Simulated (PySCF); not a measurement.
Ranking problems on computed properties.

All species are isolated and taken at one optimised geometry, non-relativistic unless stated. Electronic properties by PySCF.

The conformers computed, where there is a choice (atom-mapped SMILES and torsion angles):
- `[CH3:1][CH2:2][CH2:3][CH2:4][P:5]1[CH2:6][CH2:7][CH2:8]1`: C1–C2–C3–C4 180°, C2–C3–C4–P5 61°, C3–C4–P5–C6 84°
- `[CH3:1][c:2]1[cH:3][c:4]([CH3:5])[c:6]([C:7](=[O:8])[F:9])[o:10]1`: C4–C6–C7–O8 0°
- `[CH3:1][CH2:2][c:3]1[cH:4][c:5]([SiH3:6])[s:7][c:8]1[F:9]`: C1–C2–C3–C4 89°
- `[CH3:1][CH:2]([CH3:3])[CH2:4][P@H+:5]([CH3:6])[CH:7]1[CH2:8][CH2:9]1`: C1–C2–C4–P5 -56°, C2–C4–P5–C6 -52°, C4–P5–C7–C8 -87°
- `[CH2:1]=[C:2]([CH3:3])[PH2+:4][C:5]([CH3:6])([CH3:7])[CH2:8][CH3:9]`: C1–C2–P4–C5 91°, C2–P4–C5–C6 177°, P4–C5–C8–C9 59°
- `[OH:1][SiH2:2][O:3][C:4]1=[C:5]([CH2:6][SiH3:7])[C@@H:8]1[F:9]`: O1–Si2–O3–C4 176°, Si2–O3–C4–C5 166°, C4–C5–C6–Si7 -94°, H–O1–Si2–O3 33°
- `[SH:1][CH2:2][c:3]1[cH:4][cH:5][cH:6][cH:7][cH:8]1`: S1–C2–C3–C4 -81°, H–S1–C2–C3 -56°
- `[CH2:1]=[CH:2][CH2:3][P@@H+:4]([CH3:5])[C:6]([CH3:7])([CH3:8])[CH3:9]`: C1–C2–C3–P4 -117°, C2–C3–P4–C5 60°, C3–P4–C6–C7 61°
- `[CH3:1][Si:2]([Cl:3])([Cl:4])[c:5]1[cH:6][cH:7][cH:8][cH:9][cH:10]1`: C1–Si2–C5–C6 70°
- `[CH3:1][CH2:2][CH2:3][P:4]([CH3:5])[C:6](=[O:7])[O:8][CH3:9]`: C1–C2–C3–P4 61°, C2–C3–P4–C5 76°, C3–P4–C6–O7 25°, P4–C6–O8–C9 -176°

The conformers of `CO[C@@H]1CCC[P@H](=O)C1` aren't listed.

Question: Rank by HOMO–LUMO gap, lowest first (PBE0/pcSseg-1 at GFN2-xTB geometries).
A. `Cc1cc(C)c(C(=O)F)o1`
B. `CCCCP1CCC1`
C. `CCc1cc([SiH3])sc1F`
D. `C1[C@H](OC)CCC[P@@H]1=O`
E. `CC(C)C[P@H+](C)C1CC1`

Answer: A (5.48 eV), C (6.01 eV), B (6.88 eV), D (8.28 eV), E (9.21 eV).

Question: By how much do the two ends of that ranking differ?

Answer: By 3.73 eV, between `CC(C)C[P@H+](C)C1CC1` and `Cc1cc(C)c(C(=O)F)o1`.

Question: Rank by smallest rotational constant, highest first (GFN2-xTB).
A. `CCC1=C(F)SC([SiH3])=C1`
B. `SCc1ccccc1`
C. `C(=C)C[P@H+](C(C)(C)C)C`
D. `C(C(C)([PH2+]C(C)=C)C)C`
E. `O[SiH2]OC1=C(C[SiH3])[C@@H]1F`

Answer: B (0.919 GHz), D (0.832 GHz), C (0.711 GHz), A (0.573 GHz), E (0.449 GHz).

Question: Rank by HOMO energy, lowest first (PBE0/pcSseg-1 at GFN2-xTB geometries).
A. `C[Si](Cl)(Cl)C1=CC=CC=C1`
B. `CCCCP1CCC1`
C. `C=CC[P@@H+](C)C(C)(C)C`
D. `CC(C)C[P@H+](C)C1CC1`
E. `C=C(C)[PH2+]C(C)(C)CC`
F. `C1[C@@H](CCC[P@@H]1=O)OC`

Answer: D (-12.89 eV), E (-12.34 eV), C (-11.64 eV), A (-7.67 eV), F (-7.36 eV), B (-6.28 eV).

Question: Give the two extremes of that set in hartree.

Answer: `CC(C)C[P@H+](C)C1CC1`: -0.474 Eh; `CCCCP1CCC1`: -0.231 Eh.

Question: Rank by dipole moment, highest first (PBE0/pcSseg-1 at GFN2-xTB geometries).
A. `CCC1=C(F)SC([SiH3])=C1`
B. `C1P(CCCC)CC1`
C. `P(C(=O)OC)(CCC)C`
D. `C[Si](Cl)(Cl)c1ccccc1`
E. `C(C1[C@H](F)C=1O[SiH2]O)[SiH3]`
F. `C(=O)(F)c1oc(C)cc1C`

Answer: F (5.18 D), D (2.58 D), E (2.11 D), C (1.86 D), A (1.58 D), B (1.26 D).

Question: Give the two extremes of that set in atomic units.

Answer: `CCCCP1CCC1`: 0.49 au; `Cc1cc(C)c(C(=O)F)o1`: 2.04 au.
